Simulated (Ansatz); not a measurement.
## Ligand exchange: AlHBr2 + SiHBr3 → AlH2Br + SiBr4

Species: AlHBr2 `[Br][AlH][Br]`, singlet; SiHBr3 `Br[SiH](Br)Br`, singlet; AlH2Br `[AlH2][Br]`, singlet; SiBr4 (tetrabromosilane) `Br[Si](Br)(Br)Br`, singlet. The partners trade Br for H: Al–Br and Si–H bonds give way to Al–H and Si–Br.

Shapes, held fixed at every level: PBE0-D4/def2-TZVP. Programs: Ansatz 0.2.0. The zero-point and thermal change to 298 K, harmonic and unscaled (PBE0-D4/def2-TZVP), is -4.4 kJ/mol.

Problem. Estimate ΔH(298 K) of this reaction.

Solution. The highest level, CCSD(T)/def2-TZVPP, gives ΔH(298 K) = +79.4 kJ/mol; the levels span +71.3 to +85.3. The column of differences is taken from that level and isn't an error. No measured value is set beside it here. Relativity is left out for Br unless named. Correlated rows may include outer-core shells of Br, which these sets cover unevenly. Times are processor times on shared x86 and Arm servers, and rough.

```
              level                    kind  ΔH(298 K) (kJ/mol)  less CCSD(T)/def2-TZVPP  CPU time (sum over the molecules)
   SPW92/def2-TZVPP                     LDA               +71.3                     -8.1                               12 s
B3LYP-D4/def2-TZVPP           global hybrid               +73.7                     -5.7                               60 s
 wB97X-V/def2-TZVPP  range-separated hybrid               +76.1                     -3.3                               86 s
  B2PLYP/def2-TZVPP           double hybrid               +80.8                     +1.4                               64 s
       MP2/def2-SVP     perturbation theory               +82.0                     +2.6                                  –
   CCSD(T)/def2-SVP   coupled cluster or CI               +85.3                     +5.9                               49 s
 CCSD(T)/def2-TZVPP   coupled cluster or CI               +79.4                      0.0                            6.6 min
```
